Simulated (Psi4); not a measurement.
A dimer, HCl ··· CH3Cl (SMILES Cl and CCl); the first 2 atoms form monomer A.

```
7

Cl     0.6410     0.0000     0.0000
H     -0.6410     0.0000     0.0000
C     -3.6996    -2.7615     0.8654
Cl    -4.1662    -1.1036     0.3618
H     -4.1761    -3.4694     0.1941
H     -2.6189    -2.8458     0.8042
H     -4.0373    -2.9165     1.8856
```

Q: What interaction energy does SAPT0/jun-cc-pVDZ, frozen core (Psi4 1.11) give, and which attractive term is the largest?

A: Total -1.06 kcal/mol: electrostatics -0.85, exchange 0.07, induction -0.07, dispersion -0.21. The most attractive term is electrostatics.
